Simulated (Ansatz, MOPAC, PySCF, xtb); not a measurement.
Pair of molecules: HF (SMILES F) (first 2 atoms) with HI (SMILES I); geometry from B3LYP-D3(BJ)/def2-TZVP, rigid monomers moved along the line of their centres of mass till H2···I3 is 2.38 Å.
(charge 0, multiplicity 1):
| atom | x (Å) | y (Å) | z (Å) |
|---|---|---|---|
| F | -0.0701 | 0.4750 | -0.2412 |
| H | 0.0048 | 0.0346 | 0.5765 |
| I | 0.1920 | -0.9254 | 2.7431 |
| H | 0.1533 | 0.5468 | 3.4097 |

Monomers are frozen at their geometry in the pair; levels with a basis set take the counterpoise correction.

The state that PM3 reach isn't checked.

The values were computed with Ansatz (Gaussian orbitals); MOPAC for PM3 (differences of heats of formation); PySCF for the dispersion terms; xtb for the GFN methods. Values without a source in brackets are computed. In def2 rows elements past Kr take small-core potentials, without spin–orbit coupling.

### Question
One of these levels gives -2.66 kcal/mol for the interaction energy. Which one is it?
A) PM3
B) PBE-D3(BJ)/def2-TZVPPD
C) PBE/def2-TZVPPD
D) GFN1-xTB

### Answer
C, PBE/def2-TZVPPD. The others give 6.43 (PM3), -9.27 (GFN1-xTB), -3.24 (PBE-D3(BJ)/def2-TZVPPD)

Ansatz is an electronic-structure program.
